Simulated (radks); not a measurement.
Task: These are the eigenvalues of the occupied orbitals of an atom or ion with whole-number occupations (hartree). Method: non-relativistic Kohn-Sham, LB94 model potential, spin-unpolarised, spherical densities, point nucleus; computed with a radial shooting solver on a logarithmic mesh with Libxc functionals.

1s: -57.13713
2s: -4.65136
2p: -3.27383
3s: -0.70488

Which element is it, and in what charge state? The configuration may be excited.

Result: Z = 13, aluminium, charge +1: Al+ in [Ne] 3s2. The list shows which subshells hold electrons but not how many an open one holds; the 1s level, -57.137 hartree, gives Z - s = 10.7 by -(Z - s)^2/2, which with screening narrows Z to a few neighbours, and the depths of the outer levels then fix element, charge and occupations together.
